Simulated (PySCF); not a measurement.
C8H6N2O, SMILES c1(-c2ccco2)cncnc1.

The structure is a stationary point at B3LYP-D3(BJ)/def2-SVP. The values are those of a single conformer.

Level of theory: CAM-B3LYP/def2-SVP in PySCF.

Symmetry labels are those of the subgroup Cs that the program uses (full group Cs).

Computed valence orbital energies around the gap with their symmetry:
```tsv
orbital	symmetry	energy (eV)
HOMO−7	A'	-13.09
HOMO−6	A'	-12.40
HOMO−5	A"	-10.47
HOMO−4	A"	-10.37
HOMO−3	A'	-10.06
HOMO−2	A"	-9.71
HOMO−1	A'	-8.67
HOMO	A"	-7.66
LUMO	A"	-0.42
LUMO+1	A"	0.06
LUMO+2	A"	1.88
LUMO+3	A'	2.93
```
